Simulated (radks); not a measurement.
Question: The carbon ion C2+, [He] 2s2. Method: non-relativistic Kohn-Sham, r2SCAN, spin-polarised, spherical densities, point nucleus; meta-GGA in the generalised Kohn-Sham scheme; computed with a radial shooting solver on a logarithmic mesh with Libxc functionals. Every spin shell is full or empty, so the densities are truly spherical. Functionals are evaluated on that one density, not self-consistently. Rank these orbital-free kinetic functionals by their error against the exact value of the orbitals, and give that value: Thomas-Fermi, TF + vW, TF + vW/9, revAPBEK, Perdew 92, Pearson, LKT, DePristo-Kress, Ernzerhof.

Answer: Exact: 36.4055 hartree. From best to worst, with 100 (|E| - |E exact|)/|E exact| (equal figures are ties): Perdew 92 -0.26, TF + vW/9 -0.28, revAPBEK +0.53, DePristo-Kress -1.67, Ernzerhof +1.74, Pearson -4.46, Thomas-Fermi -10.37, LKT +52.11, TF + vW +80.47.
